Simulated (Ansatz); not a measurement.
```yaml
crystal:
  periodic: [false, false, false]
  atoms:
    - {symbol: F, position_ang: [-1.778449, -1.924887, 0.173181]}
    - {symbol: Sn, position_ang: [0.141600, -2.551358, 0.225808]}
    - {symbol: O, position_ang: [0.749230, -0.628646, 0.158797]}
    - {symbol: Si, position_ang: [0.358736, 0.982530, 0.081302]}
    - {symbol: H, position_ang: [-0.461740, 0.987728, -1.314980]}
    - {symbol: H, position_ang: [-0.582617, 1.391311, 0.959649]}
    - {symbol: H, position_ang: [1.477095, 1.904543, -0.016182]}
basis:
  gaussian: {orbitals: STO-3G, final_grid: {core_spheres: 8, valence_spheres: 7, degree: 23}}
hamiltonian: {xc: {name: PBE1PBE}}
```

```sh
$ ansatz run in.yaml --threads 2 --pin off --events-out ev --progress --plain --max-ram 32768MiB --backend cpu
```

It prints (some lines left out):

```
Error: YAML parse error: error: line 13 column 19: hamiltonian.xc: no functional is named "PBE1PBE"; the names, which are not case-sensitive, are SVWN5, SPW92, PBE, PBE0, PBEsol, revPBE, revPBE0, RPBE, rPW86-PBE, HSE06, wPBEh, LC-wPBE, HISS, HF, BLYP, B3LYP, B3LYP5, BHLYP, CAM-B3LYP, r2SCAN, r2SCANh, r2SCAN0, r2SCAN50, m-r2SCAN, B97, wB97, wB97X, wB97X-V, B97M-V, wB97M-V, B2PLYP, B2GP-PLYP, PBE0-DH, PBE-QIDH
11 | basis:
12 |   gaussian: {orbitals: STO-3G, final_grid: {core_spheres: 8, valence_spheres: 7, de…
13 | hamiltonian: {xc: {name: PBE1PBE}}
```

Question: Something in this input is off. What?

Answer: The method's name isn't one that the program takes here. The input was rejected before any iteration.

HSE06 is defined as in plane-wave codes.
